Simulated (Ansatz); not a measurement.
Cl2H2SSi (`S[SiH](Cl)Cl`) from Hartree–Fock to CCSD(T)

```tsv
atom	x (Å)	y (Å)	z (Å)
S1	0.4849	-0.5388	-1.5640
Si2	0.0971	0.0603	0.4251
Cl3	1.9101	0.5204	1.2284
Cl4	-1.1358	1.6861	0.5055
H5	-0.8195	-0.7342	-1.8321
H6	-0.5369	-0.9937	1.2370
```

Charge 0, multiplicity 1. Geometry: relaxed with PBE0-D4/def2-TZVP. It is one conformer, not always the lowest. Frozen core, restricted reference, Ansatz. CBS rows extrapolate triple and quadruple zeta; past MP2 they add the triple-zeta difference.

```json
{"basis": "def2-SVP", "HF (Eh)": "-1606.25288", "MP2 corr.": "-0.48840"}
{"basis": "def2-TZVPP", "HF (Eh)": "-1606.81763", "MP2 corr.": "-0.67255"}
{"basis": "def2-QZVPP", "HF (Eh)": "-1606.86346", "MP2 corr.": "-0.73844"}
```

**Question.** Estimate the CCSD correlation energy and the (T) correction in each basis where they were run (hartree).

**Answer.** 
| basis | CCSD corr. | (T) |
| --- | --- | --- |
| def2-SVP | -0.53673 | -0.01298 |
| def2-TZVPP | -0.72828 | -0.03235 |
| CBS(def2) | -0.84297 | as TZ |
